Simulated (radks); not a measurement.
Values are calculated unless marked as measured or tabulated.
Problem. The osmium ion Os9+ is in [Kr] 4d10 4f14 5s2 5p5. Code: a radial shooting solver on a logarithmic mesh with Libxc functionals. Model: scalar-relativistic Kohn-Sham, PBEsol, spin-polarised, spherical densities, finite nucleus; Fermi nuclear charge, rms radius of each element as measured or else 0.836 A^(1/3) + 0.57 fm. Open shells are filled with parallel spins first. One electron is removed from 5p, 4f, 4d, 5s in turn, with full relaxation. Which removal costs least, and what does each cost?

Solution. 5p 191.49 eV; 4f 208.70 eV; 5s 236.90 eV; 4d 430.72 eV. The 5p electron leaves first.
